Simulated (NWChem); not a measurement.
System: CH$_{6}$F$_{2}$Si$_{2}$; SMILES C([SiH3])[SiH](F)F

The following NWChem deck was run.

```
start job
memory heap 200 mb stack 900 mb global 1100 mb
geometry units angstroms noautosym nocenter noautoz
  Si    -0.132537    -2.002563     0.312077
  C      0.162855    -0.674045    -1.019022
  Si     0.016833     1.070040    -0.392523
  F     -1.057294     1.100552     0.839755
  F      1.448570     1.547663     0.227140
  H      0.241980    -3.355039    -0.230513
  H     -1.580116    -2.022628     0.709049
  H      0.711976    -1.713606     1.520736
  H     -0.566855    -0.830323    -1.842588
  H      1.177116    -0.808036    -1.452564
  H     -0.415223     2.089686    -1.394634
end
basis spherical
  * library 6-31g*
end
dft
  xc pbe0
  iterations 150
end
cosmo
  do_cosmo_smd true
  solvent benzene
end
task dft energy
```

The geometry was optimised at PBE-D3(BJ)/def2-SVP. Solvent: benzene.

Level: PBE0/6-31G* with SMD (1 M gas to 1 M solution), gas-phase geometry. Reactions with the solvent are ignored.

Q: What results follow from this input? (PBE0/6-31G* (spherical d), SMD on the gas-phase geometry.) Quantities: solvation free energy (kcal/mol); cavity-dispersion-structure term (kcal/mol); dipole in solution (D).

A: 
```yaml
solvation free energy (kcal/mol): -2.4
cavity-dispersion-structure term (kcal/mol): -0.4
dipole in solution (D): 2.76
```
